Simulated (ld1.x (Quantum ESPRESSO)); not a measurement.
# Which change was made? (I, TM)

I, norm-conserving Troullier–Martins (Kleinman–Bylander form), made with ld1.x (Quantum ESPRESSO) 7.5 (PBE, fully relativistic). Core [Kr] 4d10, reference 5s2 5p5. Waves: 5p (bound): rc 2.10 bohr; 5d channel at 0.25 Ry: rc 2.10 bohr; 5s (bound): rc 1.75 bohr. Local part: the s channel. Core correction: Bessel-smoothed model core inside 0.85 bohr.

Open shells are filled in proportion to 2j + 1 (rel_dist='average').

Cutoffs, loose and tight: the cutoffs (Ry, on a coarse ladder) from which the occupation-weighted sum of valence levels, in a spherical-Bessel basis at the reference potential, stays within 10 and 1 mRy of its value at 400 Ry. They do not see the model core or the augmentation charge, which bear on the density cutoff. Test errors are all-electron minus pseudo excitation energies from the reference, over the configurations 5s2 5p4; 5s2 5p3; 5s2 5p2; 5s2 5p1; 5s2 5p5.3; 5s1 5p6; 5s2 5p4.5; variants that change the core or the reference have their own tests.

The base gives: outcome: generated; cutoff, loose: 35 Ry; cutoff, tight: 50 Ry; bound ghosts: none; largest test error (meV): -108.

(1) After one change the result is: outcome: generated; cutoff, loose: 35 Ry; cutoff, tight: 60 Ry; bound ghosts: d3/2, d5/2; largest test error (meV): -104. Which change was it?
A. all radii but the core radius scaled by about 1.38 (s 2.42, p 2.90, d 2.90 bohr)
B. all radii but the core radius scaled by about 1.12 (s 1.96, p 2.36, d 2.36 bohr)
C. all radii but the core radius scaled by about 0.93 (s 1.62, p 1.96, d 1.96 bohr)

## Answers

(1) C. The others give: all radii but the core radius scaled by about 1.38 (s 2.42, p 2.90, d 2.90 bohr) → outcome: generated; cutoff, loose: 18 Ry; cutoff, tight: 30 Ry; bound ghosts: none; largest test error (meV): -188 | all radii but the core radius scaled by about 1.12 (s 1.96, p 2.36, d 2.36 bohr) → outcome: generated; cutoff, loose: 30 Ry; cutoff, tight: 50 Ry; bound ghosts: none; largest test error (meV): -122.
